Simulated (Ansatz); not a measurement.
## Abstraction of Br: CBrClF2 + CH2Br → CClF2 + CH2Br2

Gas-phase species: CBrClF2 `FC(F)(Cl)Br`, singlet; CH2Br `[CH2]Br`, doublet; CClF2 (chlorodifluoromethyl radical) `F[C](F)Cl`, doublet; CH2Br2 (dibromomethane) `BrCBr`, singlet. A radical takes Br: the energy is the difference in strength between two C–Br bonds in different surroundings.

Shapes, held fixed at every level: PBE0-D4/def2-TZVP. Programs: Ansatz 0.2.0. The zero-point and thermal change to 298 K, harmonic and unscaled (PBE0-D4/def2-TZVP), is +7.8 kJ/mol.

| level | kind | ΔH(298 K) (kJ/mol) | less CCSD(T)/def2-TZVPP |
| --- | --- | --- | --- |
| MP2/def2-SVP | perturbation theory | -2.9 | -1.3 |
| MP2/def2-TZVPP | perturbation theory | -5.2 | -3.6 |
| HF/def2-TZVPP | Hartree–Fock | -10.9 | -9.3 |
| r2SCAN-D4/def2-TZVPP | meta-GGA | +2.5 | +4.1 |
| B2PLYP/def2-TZVPP | double hybrid | -5.5 | -3.9 |
| CCSD(T)/def2-SVP | coupled cluster or CI | +0.4 | +2.0 |
| CCSD(T)/def2-TZVPP | coupled cluster or CI | -1.6 | 0.0 |

The highest level, CCSD(T)/def2-TZVPP, gives ΔH(298 K) = -1.6 kJ/mol; the levels span -10.9 to +2.5. That is about zero within the method's error. They disagree on the sign: 2 of 7 are positive. The column of differences is taken from that level and isn't an error. No measured value is set beside it here. Open shells run unrestricted. Relativity is left out for Br. Outer-core shells of Br are correlated, in sets that cover them unevenly.
